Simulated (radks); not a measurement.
Cl15+, configuration [He]. Method: non-relativistic Kohn-Sham, LDA (Slater exchange, Perdew-Wang correlation), spin-unpolarised, spherical densities, point nucleus; computed with a radial shooting solver on a logarithmic mesh with Libxc functionals.

Radial electron density D(r) = 4 pi r^2 rho(r):

| r (bohr) | D(r) (e/bohr) |
|---|---|
| 0.005263 | 0.8714 |
| 0.006377 | 1.232 |
| 0.007726 | 1.728 |
| 0.009362 | 2.399 |
| 0.01134 | 3.294 |
| 0.01374 | 4.457 |
| 0.01665 | 5.930 |
| 0.02018 | 7.727 |
| 0.02445 | 9.818 |
| 0.02963 | 12.10 |
| 0.0359 | 14.38 |
| 0.04349 | 16.36 |
| 0.0527 | 17.63 |
| 0.06437 | 17.80 |
| 0.07799 | 16.59 |
| 0.0945 | 14.07 |
| 0.1145 | 10.65 |
| 0.1387 | 7.023 |
| 0.1681 | 3.920 |
| 0.2037 | 1.789 |
| 0.2468 | 0.6395 |
| 0.2991 | 0.1702 |
| 0.3624 | 0.03168 |
| 0.4391 | 0.003827 |
| 0.532 | 0.0002738 |

D(r) has 1 maximum, at r = 0.0599 bohr.
